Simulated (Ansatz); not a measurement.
A calculation with Ansatz (development build ahead of 0.2.0).

```yaml
crystal:
  periodic: [false, false, false]
  atoms:
    - { symbol: Sc, position_ang: [0.0, 0.0, 0.0] }
    - { symbol: F, position_ang: [1.67636, 0.0, 0.0] }
    - { symbol: F, position_ang: [-0.83818, 1.45177, 0.0] }
    - { symbol: F, position_ang: [-0.83818, -1.45177, 0.0] }
basis:
  gaussian: { orbitals: cc-pVTZ }
hamiltonian:
  xc: hf
```

The input is written out in the form of the current development build from the run's settings.

The run gave:

| Quantity | Value |
| --- | --- |
| Converged | yes |
| Total energy | -1058.41971 hartree |
| Spin squared of the determinant | 0.000 |

Caution: no unrestricted run beside it, a lower state can exist.
